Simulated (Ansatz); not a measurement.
Consider the ligand exchange at the Si–C bond: `CC([SiH3])=C=N` + `C[O][Mg][OH]` → `C[O][Mg][O][SiH3]` + `CC=C=N`.

Gas-phase electronic energies from Ansatz, PBE0-D4/def2-TZVP geometries. CCSD(T)/CBS adds triple-zeta CCSD(T) − MP2 to the extrapolated MP2 energy (def2 sets, frozen cores). Functionals use def2-TZVPP. B3LYP here is the variant with VWN-RPA as its local correlation; programs differ in this. HSE06 is defined as in plane-wave codes. For Mg outer-core shells are correlated without core-valence functions, which leaves a few kJ/mol of doubt a bond. Each species was taken in one conformer, which may not be the lowest.

```json
{"level": "LDA (SPW92)", "ΔE (kJ/mol)": "-88.6", "difference from CCSD(T)/CBS": "17.8"}
{"level": "PBE-D4", "ΔE (kJ/mol)": "-88.0", "difference from CCSD(T)/CBS": "18.4"}
{"level": "BLYP-D4", "ΔE (kJ/mol)": "-96.8", "difference from CCSD(T)/CBS": "9.6"}
{"level": "r2SCAN-D4", "ΔE (kJ/mol)": "-100.3", "difference from CCSD(T)/CBS": "6.1"}
{"level": "B97M-V", "ΔE (kJ/mol)": "-107.8", "difference from CCSD(T)/CBS": "-1.4"}
{"level": "PBE0-D4", "ΔE (kJ/mol)": "-94.2", "difference from CCSD(T)/CBS": "12.2"}
{"level": "B3LYP-D4", "ΔE (kJ/mol)": "-102.1", "difference from CCSD(T)/CBS": "4.3"}
{"level": "r2SCANh-D4", "ΔE (kJ/mol)": "-101.3", "difference from CCSD(T)/CBS": "5.1"}
{"level": "r2SCAN0-D4", "ΔE (kJ/mol)": "-102.9", "difference from CCSD(T)/CBS": "3.5"}
{"level": "HSE06-D4", "ΔE (kJ/mol)": "-94.2", "difference from CCSD(T)/CBS": "12.2"}
{"level": "BHLYP-D4", "ΔE (kJ/mol)": "-110.6", "difference from CCSD(T)/CBS": "-4.2"}
{"level": "CAM-B3LYP-D4", "ΔE (kJ/mol)": "-107.1", "difference from CCSD(T)/CBS": "-0.7"}
{"level": "ωB97X-V", "ΔE (kJ/mol)": "-102.8", "difference from CCSD(T)/CBS": "3.6"}
{"level": "ωB97M-V", "ΔE (kJ/mol)": "-101.9", "difference from CCSD(T)/CBS": "4.5"}
{"level": "B2PLYP", "ΔE (kJ/mol)": "-107.2", "difference from CCSD(T)/CBS": "-0.8"}
{"level": "PBE-QIDH", "ΔE (kJ/mol)": "-101.6", "difference from CCSD(T)/CBS": "4.8"}
{"level": "PBE", "ΔE (kJ/mol)": "-92.3", "difference from CCSD(T)/CBS": "14.1"}
{"level": "revPBE", "ΔE (kJ/mol)": "-93.7", "difference from CCSD(T)/CBS": "12.7"}
{"level": "BLYP", "ΔE (kJ/mol)": "-105.3", "difference from CCSD(T)/CBS": "1.1"}
{"level": "r2SCAN", "ΔE (kJ/mol)": "-101.5", "difference from CCSD(T)/CBS": "4.9"}
{"level": "PBE0", "ΔE (kJ/mol)": "-98.1", "difference from CCSD(T)/CBS": "8.3"}
{"level": "B3LYP", "ΔE (kJ/mol)": "-108.9", "difference from CCSD(T)/CBS": "-2.5"}
{"level": "r2SCANh", "ΔE (kJ/mol)": "-102.6", "difference from CCSD(T)/CBS": "3.8"}
{"level": "HSE06", "ΔE (kJ/mol)": "-97.8", "difference from CCSD(T)/CBS": "8.6"}
{"level": "BHLYP", "ΔE (kJ/mol)": "-116.1", "difference from CCSD(T)/CBS": "-9.7"}
{"level": "LC-ωPBE", "ΔE (kJ/mol)": "-101.5", "difference from CCSD(T)/CBS": "4.9"}
{"level": "RPA@PBE/def2-TZVPP", "ΔE (kJ/mol)": "-107.4", "difference from CCSD(T)/CBS": "-1.0"}
{"level": "CCSD/def2-SVP", "ΔE (kJ/mol)": "-106.0", "difference from CCSD(T)/CBS": "0.4"}
{"level": "CCSD(T)/def2-SVP", "ΔE (kJ/mol)": "-102.3", "difference from CCSD(T)/CBS": "4.1"}
{"level": "HF/def2-TZVPP", "ΔE (kJ/mol)": "-128.5", "difference from CCSD(T)/CBS": "-22.1"}
{"level": "MP2/def2-TZVPP", "ΔE (kJ/mol)": "-100.5", "difference from CCSD(T)/CBS": "5.9"}
{"level": "SCS-MP2/def2-TZVPP", "ΔE (kJ/mol)": "-107.8", "difference from CCSD(T)/CBS": "-1.4"}
{"level": "CCSD/def2-TZVPP", "ΔE (kJ/mol)": "-110.3", "difference from CCSD(T)/CBS": "-3.9"}
{"level": "CCSD(T)/def2-TZVPP", "ΔE (kJ/mol)": "-106.0", "difference from CCSD(T)/CBS": "0.4"}
{"level": "HF/def2-QZVPP", "ΔE (kJ/mol)": "-130.6", "difference from CCSD(T)/CBS": "-24.2"}
{"level": "MP2/def2-QZVPP", "ΔE (kJ/mol)": "-101.5", "difference from CCSD(T)/CBS": "4.9"}
{"level": "SCS-MP2/def2-QZVPP", "ΔE (kJ/mol)": "-108.7", "difference from CCSD(T)/CBS": "-2.3"}
{"level": "HF/CBS(def2)", "ΔE (kJ/mol)": "-130.8", "difference from CCSD(T)/CBS": "-24.4"}
{"level": "MP2/CBS(def2)", "ΔE (kJ/mol)": "-101.0", "difference from CCSD(T)/CBS": "5.4"}
{"level": "CCSD/CBS(def2)", "ΔE (kJ/mol)": "-110.7", "difference from CCSD(T)/CBS": "-4.3"}
{"level": "CCSD(T)/CBS", "ΔE (kJ/mol)": "-106.4", "difference from CCSD(T)/CBS": "0"}
```

Largest T1 diagnostic among the species: 0.014.

From PBE to PBE0 (25 % exact exchange), in def2-TZVPP and without D4, ΔE moves by −5.8 kJ/mol. In def2-TZVPP, CCSD(T) changes the Hartree–Fock value by +22.5 kJ/mol (the triples alone add +4.3 kJ/mol) and MP2 by +27.9 kJ/mol. The D4 term adds +6.8 kJ/mol with B3LYP and +3.8 kJ/mol with PBE0; it sums over pairs of atoms, weighted by their polarisabilities, and B3LYP, whose exchange is more repulsive, gets the larger term.
